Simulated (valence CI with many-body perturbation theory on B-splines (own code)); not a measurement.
## E1 transitions of Sn45+

Method: valence CI with perturbative core correlation (CI+MBPT): three valence electrons over a frozen Dirac-Fock core [He], a basis of 11 s, 11 p, 10 d, 8 f, 5 g, 2 h functions for each j, with the one-electron correlation potential Σ1 (screened to all orders), the two-electron term Σ2, the three-electron term Σ3, Breit, model QED; selected single and double excitations, second order for the rest, scaled by the run's own slope (own B-spline code, finite nucleus).

The last digits are not significant, and no measured levels were compared; by estimate large intervals hold to a few tenths of a per cent, small ones and those within an open d or f shell to about a per cent.

Lines 51 to 100 of 505 in falling wavelength, among levels below 6329.9 eV, chosen from the strongest by gf and those to the six lowest levels. Wavelengths and rates use the calculated energies. Electric multipoles are in the length gauge with retardation, E1 and E2 with the static RPA response of the core. Weak lines are less certain than strong ones. Lines between different terms over intervals too small for the method are left out, as are lines whose strength nearly cancels.

Levels are named by their leading jj configuration (3d3/2^4 stands for four electrons in 3d with j = 3/2), which in mixed levels can hold well under half, so a name can repeat and another be missing. Letters in brackets count levels of one name in rising energy.

| λ vac (Å) | Upper | Lower | A (s⁻¹) | S (a.u.) with core polarisation | S without |
| --- | --- | --- | --- | --- | --- |
| 209.6 | (2p3/2^2 3d5/2) J=5/2 [b] | (2p3/2^2 3p3/2) J=3/2 [b] | 4.10e+09 | 1.12e-01 | 1.12e-01 |
| 208.6 | (2p1/2^2 3d5/2) J=5/2 | (2p1/2^2 3p3/2) J=3/2 | 4.32e+09 | 1.16e-01 | 1.16e-01 |
| 203.6 | (2s 2p1/2 3d5/2) J=5/2 [a] | (2s 2p1/2 3p3/2) J=3/2 [a] | 3.63e+09 | 9.07e-02 | 9.07e-02 |
| 190.3 | (2s 2p1/2 3d5/2) J=5/2 [b] | (2s 2p1/2 3p3/2) J=3/2 [b] | 4.52e+09 | 9.23e-02 | 9.23e-02 |
| 187.9 | (2s 2p3/2 3d5/2) J=7/2 [a] | (2s 2p3/2 3p3/2) J=5/2 [a] | 4.10e+09 | 1.07e-01 | 1.07e-01 |
| 180.7 | (2s 2p3/2 3d5/2) J=7/2 [b] | (2s 2p3/2 3p3/2) J=5/2 [b] | 3.45e+09 | 8.05e-02 | 8.05e-02 |
| 126.8 | (2p1/2 2p3/2 3d3/2) J=7/2 | (2s 2p3/2 3d3/2) J=5/2 [b] | 8.32e+09 | 6.70e-02 | 6.71e-02 |
| 120.5 | (2p1/2 2p3/2 3p3/2) J=7/2 | (2s 2p3/2 3p3/2) J=5/2 [c] | 2.59e+10 | 1.79e-01 | 1.79e-01 |
| 117.7 | (2p3/2^2 3p3/2) J=5/2 | (2p3/2^2 3s) J=3/2 | 1.42e+10 | 6.84e-02 | 6.84e-02 |
| 116.0 | (2s 2p3/2 3p3/2) J=3/2 [a] | (2s 2p3/2 3s) J=3/2 [a] | 1.86e+10 | 5.72e-02 | 5.72e-02 |
| 114.4 | (2p3/2^2 3d3/2) J=5/2 | (2p3/2^2 3p1/2) J=5/2 | 1.07e+10 | 4.72e-02 | 4.72e-02 |
| 113.1 | (2p1/2 2p3/2 3d3/2) J=5/2 [a] | (2p1/2 2p3/2 3p1/2) J=3/2 [a] | 1.76e+10 | 7.52e-02 | 7.52e-02 |
| 113.0 | (2p1/2^2 3d3/2) J=3/2 | (2p1/2^2 3p1/2) J=1/2 | 2.38e+10 | 6.78e-02 | 6.79e-02 |
| 112.4 | (2p3/2^2 3d3/2) J=3/2 [a] | (2p3/2^2 3p1/2) J=3/2 | 1.75e+10 | 4.91e-02 | 4.91e-02 |
| 112.2 | (2s 2p3/2 3d3/2) J=7/2 | (2s 2p3/2 3p1/2) J=5/2 | 1.72e+10 | 9.59e-02 | 9.59e-02 |
| 111.6 | (2p3/2^2 3d3/2) J=7/2 | (2p3/2^2 3p1/2) J=5/2 | 2.24e+10 | 1.23e-01 | 1.23e-01 |
| 111.1 | (2p1/2 2p3/2 3p3/2) J=3/2 [a] | (2p1/2 2p3/2 3s) J=1/2 | 1.56e+10 | 4.24e-02 | 4.24e-02 |
| 110.7 | (2p1/2 2p3/2 3p3/2) J=5/2 [b] | (2s 2p3/2 3p3/2) J=3/2 [b] | 1.71e+10 | 6.87e-02 | 6.87e-02 |
| 110.2 | (2s 2p1/2 3p3/2) J=5/2 | (2s^2 3p3/2) J=3/2 | 2.08e+10 | 8.22e-02 | 8.23e-02 |
| 110.1 | (2p3/2^2 3p3/2) J=5/2 | (2p3/2^2 3s) J=5/2 | 1.74e+10 | 6.88e-02 | 6.88e-02 |
| 109.7 | (2p3/2^2 3p3/2) J=7/2 | (2p3/2^2 3s) J=5/2 | 3.70e+10 | 1.93e-01 | 1.93e-01 |
| 109.5 | (2s 2p1/2 3d3/2) J=3/2 [a] | (2s 2p1/2 3p1/2) J=1/2 [a] | 2.15e+10 | 5.57e-02 | 5.57e-02 |
| 108.7 | (2s 2p1/2 3p3/2) J=3/2 [b] | (2s 2p1/2 3s) J=1/2 [b] | 1.95e+10 | 4.94e-02 | 4.94e-02 |
| 108.2 | (2p1/2 2p3/2 3d3/2) J=7/2 | (2p1/2 2p3/2 3p1/2) J=5/2 | 1.24e+10 | 6.19e-02 | 6.19e-02 |
| 107.4 | (2p1/2 2p3/2 3p3/2) J=5/2 [a] | (2p1/2 2p3/2 3s) J=3/2 [a] | 3.43e+10 | 1.26e-01 | 1.26e-01 |
| 107.1 | (2s 2p1/2 3d3/2) J=5/2 | (2s 2p1/2 3p1/2) J=3/2 | 1.16e+10 | 4.23e-02 | 4.23e-02 |
| 107.0 | (2p1/2^2 3p3/2) J=3/2 | (2p1/2^2 3s) J=1/2 | 3.96e+10 | 9.57e-02 | 9.58e-02 |
| 105.8 | (2s 2p3/2 3d3/2) J=5/2 [b] | (2s 2p3/2 3p1/2) J=3/2 [b] | 2.61e+10 | 9.17e-02 | 9.17e-02 |
| 104.6 | (2s^2 3d3/2) J=3/2 | (2s^2 3p1/2) J=1/2 | 2.50e+10 | 5.65e-02 | 5.65e-02 |
| 104.4 | (2s 2p3/2 3p3/2) J=5/2 [a] | (2s 2p3/2 3s) J=3/2 [a] | 1.74e+10 | 5.84e-02 | 5.84e-02 |
| 104.2 | (2s 2p3/2 3p3/2) J=7/2 | (2s 2p3/2 3s) J=5/2 | 4.01e+10 | 1.79e-01 | 1.79e-01 |
| 104.0 | (2p3/2^2 3p3/2) J=3/2 [b] | (2p3/2^2 3s) J=1/2 | 4.01e+10 | 8.90e-02 | 8.90e-02 |
| 102.0 | (2p1/2 2p3/2 3p3/2) J=7/2 | (2s 2p3/2 3p3/2) J=5/2 [b] | 9.61e+09 | 4.02e-02 | 4.02e-02 |
| 100.9 | (2p1/2 2p3/2 3p3/2) J=3/2 [b] | (2p1/2 2p3/2 3s) J=3/2 [b] | 2.56e+10 | 5.21e-02 | 5.21e-02 |
| 98.99 | (2s 2p3/2 3p3/2) J=5/2 [c] | (2s 2p3/2 3s) J=3/2 [b] | 3.89e+10 | 1.12e-01 | 1.12e-01 |
| 97.94 | (2s 2p1/2 3p3/2) J=3/2 [a] | (2s 2p1/2 3s) J=1/2 [a] | 4.47e+10 | 8.29e-02 | 8.30e-02 |
| 94.70 | (2s 2p1/2 2p3/2) J=5/2 | (2s^2 2p3/2) J=3/2 | 3.35e+09 | 8.44e-03 | 8.46e-03 |
| 93.26 | (2s^2 3p3/2) J=3/2 | (2s^2 3s) J=1/2 | 4.76e+10 | 7.63e-02 | 7.63e-02 |
| 92.24 | (2s 2p1/2 3p3/2) J=5/2 | (2s 2p1/2 3s) J=3/2 | 2.73e+10 | 6.33e-02 | 6.33e-02 |
| 92.00 | (2s 2p3/2 3p3/2) J=1/2 [b] | (2s 2p3/2 3s) J=1/2 | 4.56e+10 | 3.50e-02 | 3.50e-02 |
| 91.69 | (2s 2p3/2 3p3/2) J=5/2 [a] | (2s 2p3/2 3s) J=5/2 | 2.27e+10 | 5.19e-02 | 5.19e-02 |
| 90.76 | (2s 2p3/2 3p3/2) J=3/2 [b] | (2s 2p3/2 3s) J=1/2 | 3.56e+10 | 5.25e-02 | 5.26e-02 |
| 90.17 | (2s 2p1/2 3p3/2) J=3/2 [b] | (2s 2p1/2 3s) J=3/2 | 2.80e+10 | 4.05e-02 | 4.05e-02 |
| 89.50 | (2p1/2 2p3/2 3p3/2) J=5/2 [b] | (2s 2p3/2 3p3/2) J=5/2 [b] | 2.60e+10 | 5.52e-02 | 5.53e-02 |
| 89.37 | (2p3/2^2 3p3/2) J=3/2 [a] | (2p3/2^2 3s) J=3/2 | 5.57e+10 | 7.85e-02 | 7.85e-02 |
| 85.34 | (2s 2p1/2^2) J=1/2 | (2s^2 2p1/2) J=1/2 | 7.11e+09 | 4.36e-03 | 4.37e-03 |
| 78.71 | (2p1/2^2 2p3/2) J=3/2 | (2s 2p1/2 2p3/2) J=3/2 [b] | 7.36e+09 | 7.09e-03 | 7.10e-03 |
| 70.09 | (2s 2p1/2 2p3/2) J=3/2 [b] | (2s^2 2p3/2) J=3/2 | 4.40e+09 | 2.99e-03 | 3.00e-03 |
| 60.93 | (2p1/2^2 2p3/2) J=3/2 | (2s 2p1/2 2p3/2) J=5/2 | 3.91e+10 | 1.75e-02 | 1.75e-02 |
| 53.29 | (2p1/2^2 2p3/2) J=3/2 | (2s 2p1/2 2p3/2) J=3/2 [a] | 1.40e+10 | 4.19e-03 | 4.19e-03 |
